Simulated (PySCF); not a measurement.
**From a log to its input**

A PySCF 2.14 run on the atoms Rb 0 0 0; Cl 0 0 2.959 (angstrom) printed this (some set-up lines and the per-cycle HOMO/LUMO lines with their warnings removed):

```
PySCF version 2.14.0


nuclear repulsion = 112.488160077283
number of shells = 19
number of NR pGTOs = 93
number of NR cGTOs = 39
basis = 3-21g
ecp = {}

******** <class 'pyscf.scf.uhf.UHF'> ********
method = UHF
initial guess = minao
damping factor = 0
level_shift factor = 0
DIIS = <class 'pyscf.scf.diis.CDIIS'>
SCF conv_tol = 1e-09
SCF max_cycles = 50
number electrons alpha = 28  beta = 26
init E= -3378.14174843764

cycle= 1 E= -3381.96105584508  delta_E= -3.82  |g|= 0.0666  |ddm|= 0.996
cycle= 2 E= -3381.96492273058  delta_E= -0.00387  |g|= 0.0174  |ddm|= 0.165
cycle= 3 E= -3381.96522523499  delta_E= -0.000303  |g|= 0.00508  |ddm|= 0.0659
cycle= 4 E= -3381.965301458  delta_E= -7.62e-05  |g|= 0.00187  |ddm|= 0.0451
cycle= 5 E= -3381.96532242305  delta_E= -2.1e-05  |g|= 0.000512  |ddm|= 0.0301
cycle= 6 E= -3381.96532527006  delta_E= -2.85e-06  |g|= 0.000171  |ddm|= 0.00945
cycle= 7 E= -3381.96532568444  delta_E= -4.14e-07  |g|= 5.56e-05  |ddm|= 0.0026
cycle= 8 E= -3381.9653257271  delta_E= -4.27e-08  |g|= 9.16e-06  |ddm|= 0.000982
cycle= 9 E= -3381.96532572785  delta_E= -7.51e-10  |g|= 1.77e-06  |ddm|= 0.000196
Extra cycle  E= -3381.96532572787  delta_E= -1.32e-11  |g|= 9.36e-07  |ddm|= 2.65e-05
converged SCF energy = -3381.96532572787  <S^2> = 2.0006064  2S+1 = 3.0004042

******** <class 'pyscf.mp.ump2.UMP2'> ********
nocc = (np.int64(14), np.int64(12)), nmo = (25, 25)
frozen orbitals 14
E(UMP2) = -3381.99592124753  E_corr = -0.0305955196665789
E(SCS-UMP2) = -3381.99589101531  E_corr = -0.0305652874408073
E_corr(same-spin) = -0.00709538787587012
E_corr(oppo-spin) = -0.0235001317907088
Dipole moment(X, Y, Z, Debye): -0.00000, -0.00000,  3.01860
orbital energies (hartree): [array([-0.5529, -0.5503, -0.1291,  0.012 ,  0.0137,  0.0201]), array([-0.7963, -0.5194, -0.5172, -0.0889,  0.0155,  0.0312])]
```

Q: Write the input that gave this log.

A: The input was:

```python
from pyscf import gto, scf, mp

mol = gto.M(
    atom='Rb 0 0 0; Cl 0 0 2.959',
    basis='3-21g',
    charge=0,
    spin=2,
    verbose=4,
)
mf = scf.UHF(mol)
mf.kernel()
mp.MP2(mf, frozen=14).kernel()
mf.dip_moment()
print('orbital energies (hartree):', [e[max(0, n-3):n+3].round(4) for e, n in zip(mf.mo_energy, mol.nelec)])
```

No relativity is included for the heavy element. At this level another spin lies lower. The basis is very small, so the numbers show the basis as much as the system. The bond length is a typed value, not an optimised one. No search for the lowest solution was made.
